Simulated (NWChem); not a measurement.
System: C₂H₅AlO₂; SMILES [OH][Al]([OH])[CH]=C

Input file for NWChem:

```
start job
memory heap 200 mb stack 900 mb global 1100 mb
geometry units angstroms noautosym nocenter noautoz
  Al    -0.083993    -0.394431     0.000000
  C     -0.813913     1.391588     0.000000
  C     -0.017657     2.471911     0.000000
  H     -1.898212     1.568552     0.000000
  H     -0.411999     3.496726     0.000000
  H      1.075656     2.384525     0.000000
  O      1.612367    -0.526644     0.000000
  H      2.161851    -1.309295     0.000000
  O     -1.142741    -1.725348     0.000000
  H     -0.940770    -2.660323     0.000000
end
basis spherical
  * library 6-31g*
end
dft
  xc hfexch
  iterations 150
  mulliken
end
task dft energy
esp
  recalculate
  probe 0.07
  range 0.3
  factor 1.0
  spacing 0.02
end
task esp
```

NWChem printed, in part:

```
             Northwest Computational Chemistry Package (NWChem) 7.3.0
             --------------------------------------------------------

                             Geometry "geometry" -> ""
                             -------------------------

 Output coordinates in angstroms (scale by  1.889725989 to convert to a.u.)

  No.       Tag          Charge          X              Y              Z
 ---- ---------------- ---------- -------------- -------------- --------------
    1 Al                  13.0000    -0.08399300    -0.39443100     0.00000000
    2 C                    6.0000    -0.81391300     1.39158800     0.00000000
    3 C                    6.0000    -0.01765700     2.47191100     0.00000000
    4 H                    1.0000    -1.89821200     1.56855200     0.00000000
    5 H                    1.0000    -0.41199900     3.49672600     0.00000000
    6 H                    1.0000     1.07565600     2.38452500     0.00000000
    7 O                    8.0000     1.61236700    -0.52664400     0.00000000
    8 H                    1.0000     2.16185100    -1.30929500     0.00000000
    9 O                    8.0000    -1.14274100    -1.72534800     0.00000000
   10 H                    1.0000    -0.94077000    -2.66032300     0.00000000

 Effective nuclear repulsion energy (a.u.)     203.1783091348

  xc_inp: hfexch multiplicative factor not found.

                                 NWChem DFT Module
                                 -----------------

 Summary of "ao basis" -> "ao basis" (spherical)
 ------------------------------------------------------------------------------
       Tag                 Description            Shells   Functions and Types
 ---------------- ------------------------------  ------  ---------------------
 Al                          6-31g*                  8       18   4s3p1d
 C                           6-31g*                  6       14   3s2p1d
 H                           6-31g*                  2        2   2s
 O                           6-31g*                  6       14   3s2p1d

            General Information
            -------------------
          SCF calculation type: DFT
          Wavefunction type:  closed shell.
          No. of atoms     :    10
          No. of electrons :    46
           Alpha electrons :    23
            Beta electrons :    23
          Charge           :     0
          Spin multiplicity:     1
          Use of symmetry is: off; symmetry adaption is: off
          Maximum number of iterations: 150
          AO basis - number of functions:    84
                     number of shells:    42
          Convergence on energy requested:  1.00D-06
          Convergence on density requested:  1.00D-05
          Convergence on gradient requested:  5.00D-04

              XC Information
              --------------
                     Hartree-Fock (Exact) Exchange  1.000

      Superposition of Atomic Density Guess
      -------------------------------------

 Sum of atomic energies:        -469.17902616

      Non-variational initial energy
      ------------------------------

 Total energy =    -470.918771
 1-e energy   =   -1049.502895
 2-e energy   =     375.405816
 HOMO         =      -0.338088
 LUMO         =      -0.018574

     ---------------------------------------------
      Total Density - Mulliken Population Analysis
     ---------------------------------------------

    Atom       Charge   Shell Charges
 -----------   ------   -------------------------------------------------------
    1 Al  13    11.65   2.00  2.00  5.97  0.63  0.61  0.13  0.11  0.20
    2 C    6     6.47   2.00  0.74  1.95  0.63  1.13  0.02
    3 C    6     6.36   2.00  0.74  1.87  0.63  1.09  0.03
    4 H    1     0.77   0.46  0.31
    5 H    1     0.78   0.46  0.32
    6 H    1     0.78   0.47  0.32
    7 O    8     9.15   2.00  0.93  3.21  0.91  2.09  0.01
    8 H    1     0.44   0.35  0.09
    9 O    8     9.15   2.00  0.93  3.21  0.91  2.09  0.01
   10 H    1     0.44   0.35  0.09

   convergence    iter        energy       DeltaE   RMS-Dens  Diis-err
 ---------------- ----- ----------------- --------- --------- ---------
 d= 0,ls=0.0,diis     1   -470.2294261054 -6.73D+02  8.74D-03  1.06D+00
 d= 0,ls=0.0,diis     2   -470.3182422030 -8.88D-02  3.22D-03  3.69D-01
 d= 0,ls=0.0,diis     3   -470.3526450299 -3.44D-02  9.77D-04  5.74D-03
 d= 0,ls=0.0,diis     4   -470.3538594692 -1.21D-03  1.80D-04  1.63D-04
 d= 0,ls=0.0,diis     5   -470.3539047706 -4.53D-05  6.07D-05  1.69D-05
  Resetting Diis
 d= 0,ls=0.0,diis     6   -470.3539094296 -4.66D-06  2.28D-05  2.38D-06
 d= 0,ls=0.0,diis     7   -470.3539101631 -7.33D-07  5.92D-06  2.24D-07

         Total DFT energy =     -470.353910163128
      One electron energy =    -1054.957990660866
           Coulomb energy =      428.370408512975
    Exchange-Corr. energy =      -46.944637150040
 Nuclear repulsion energy =      203.178309134803

 Numeric. integr. density =        0.000000000000

                       DFT Final Molecular Orbital Analysis
                       ------------------------------------

 Vector   21  Occ=2.000000D+00  E=-4.799852D-01
              MO Center=  2.2D-01, -1.1D+00, -7.2D-16, r^2= 2.8D+00
   Bfn.  Coefficient  Atom+Function         Bfn.  Coefficient  Atom+Function
  ----- ------------  ---------------      ----- ------------  ---------------
    73     -0.434076   9 O  pz               57      0.431268   7 O  pz
    77     -0.365365   9 O  pz               61      0.363172   7 O  pz
    17     -0.060146   1 Al d  1             15      0.026874   1 Al d -1

 Vector   22  Occ=2.000000D+00  E=-4.242523D-01
              MO Center= -5.4D-01,  1.4D+00, -3.4D-15, r^2= 2.4D+00
   Bfn.  Coefficient  Atom+Function         Bfn.  Coefficient  Atom+Function
  ----- ------------  ---------------      ----- ------------  ---------------
    22      0.332010   2 C  py                8     -0.237876   1 Al py
    21     -0.209502   2 C  px                6     -0.200265   1 Al s
    26      0.195277   2 C  py               36     -0.179597   3 C  py
    48      0.166400   4 H  s                47      0.161193   4 H  s
    50     -0.160853   5 H  s                49     -0.155457   5 H  s

 Vector   23  Occ=2.000000D+00  E=-3.651031D-01
              MO Center= -4.1D-01,  1.8D+00, -4.1D-16, r^2= 1.7D+00
   Bfn.  Coefficient  Atom+Function         Bfn.  Coefficient  Atom+Function
  ----- ------------  ---------------      ----- ------------  ---------------
    23      0.361606   2 C  pz               37      0.357260   3 C  pz
    27      0.308414   2 C  pz               41      0.294310   3 C  pz
    57     -0.054039   7 O  pz               61     -0.053478   7 O  pz
    13      0.043795   1 Al pz                9      0.042434   1 Al pz
    77     -0.042409   9 O  pz               73     -0.041812   9 O  pz

 Vector   24  Occ=0.000000D+00  E= 1.070296D-01
              MO Center= -1.7D-01,  2.7D-01, -5.8D-11, r^2= 5.7D+00
   Bfn.  Coefficient  Atom+Function         Bfn.  Coefficient  Atom+Function
  ----- ------------  ---------------      ----- ------------  ---------------
    13      0.773010   1 Al pz               41     -0.400625   3 C  pz
    37     -0.241540   3 C  pz                9      0.209153   1 Al pz
    77     -0.193912   9 O  pz               61     -0.188218   7 O  pz
    27      0.151284   2 C  pz               73     -0.137840   9 O  pz
    57     -0.130701   7 O  pz                5     -0.101379   1 Al pz

[...]

                     NWChem Electrostatic Potential Fit Module
                     -----------------------------------------

 Atom parameters

 Number of atoms is                                   10
 Number of basis functions is                         84

 Grid parameters

 Maximum number of grid points is                  42508
 Number of grid points is                          42507
 Grid range                                     0.300000 nm
 Grid spacing                                   0.020000 nm
 Probe radius                                   0.070000 nm
 Atom radius factor                             1.000000

 Atomic radii

    1    0.100000
    6    0.147000
    8    0.136000
   13    0.195000
 FASTESP  F
  using M.O. file = ./job.movecs

    Atom              Coordinates                           Charge

                                                  ESP

    1 Al   -0.008399   -0.039443    0.000000    1.265727
    2 C    -0.081391    0.139159    0.000000   -0.484773
    3 C    -0.001766    0.247191    0.000000   -0.205260
    4 H    -0.189821    0.156855    0.000000    0.155561
    5 H    -0.041200    0.349673    0.000000    0.126915
    6 H     0.107566    0.238453    0.000000    0.130813
    7 O     0.161237   -0.052664    0.000000   -0.924232
    8 H     0.216185   -0.130930    0.000000    0.437572
    9 O    -0.114274   -0.172535    0.000000   -0.960288
   10 H    -0.094077   -0.266032    0.000000    0.457964
                                            ------------
                                                0.000000

 Dipole moment                                  0.735131

 Quadrupole moment Qxx                        -10.258796
                   Qyy                         11.935488
                   Qzz                         -1.676691

 RMS deviation kJ/mol                           0.050406

 RRMS %                                        20.301302
```

Level: Hartree-Fock/6-31G* (spherical d). Coordinates come from a PBE0/def2-SVP optimisation.
